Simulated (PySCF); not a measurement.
## 29Si chemical shifts

[PySCF: structure optimised with GFN2-xTB; PBE0/pcSseg-1 with gauge-including orbitals; relativity neglected; gas phase; rapidly exchanging positions averaged; one conformer]

Shieldings were converted by a linear fit to measured shifts: 29Si (scatter 8.9 ppm rms, 25.8 ppm with the 6 outliers that the fit left out vs TMS, solution or neat liquid). Occasional misses reach two or three times the rms, and more in compound classes unlike the fitted ones.

**Question.** Give the 29Si shifts of `C[C@@H](C[SiH3])N[SiH2]S`, `O[SiH2]S`, `O[SiH2]S`, `CO[C@@H](CO)[Si@H](N)O[SiH3]`, `O[SiH2]/C=C\[SiH3]`, `C=C(N1CCCC1)[Si@H](N)F`, `CC[C@@H](S)C[SiH2]O`, `COC(OC)[Si@H](N)O[SiH3]`.

**Answer.** 
| compound | environment | δ (ppm) |
| --- | --- | --- |
| [CH3:1][C@@H:2]([CH2:3][SiH3:4])[NH:5][SiH2:6][SH:7] | Si6: silicon bonded to N, S, 2 H | -35.5 |
| [CH3:1][C@@H:2]([CH2:3][SiH3:4])[NH:5][SiH2:6][SH:7] | Si4: silicon bonded to C, 3 H | -67.2 |
| O[SiH2]S | silicon bonded to O, S, 2 H | -21.7 |
| O[SiH2]S | silicon bonded to O, S, 2 H | -21.7 |
| [CH3:1][O:2][C@@H:3]([CH2:4][OH:5])[Si@H:6]([NH2:7])[O:8][SiH3:9] | Si6: silicon bonded to C, N, O, H | -27.3 |
| [CH3:1][O:2][C@@H:3]([CH2:4][OH:5])[Si@H:6]([NH2:7])[O:8][SiH3:9] | Si9: silicon bonded to O, 3 H | -44.8 |
| [OH:1][SiH2:2]/[CH:3]=[CH:4]\[SiH3:5] | Si2: silicon bonded to C, O, 2 H | -33.1 |
| [OH:1][SiH2:2]/[CH:3]=[CH:4]\[SiH3:5] | Si5: silicon bonded to C, 3 H | -79.4 |
| C=C(N1CCCC1)[Si@H](N)F | silicon bonded to C, F, N, H | -19.2 |
| CC[C@@H](S)C[SiH2]O | silicon bonded to C, O, 2 H | -23.2 |
| [CH3:1][O:2][CH:3]([O:4][CH3:5])[Si@H:6]([NH2:7])[O:8][SiH3:9] | Si6: silicon bonded to C, N, O, H | -34.6 |
| [CH3:1][O:2][CH:3]([O:4][CH3:5])[Si@H:6]([NH2:7])[O:8][SiH3:9] | Si9: silicon bonded to O, 3 H | -45.8 |
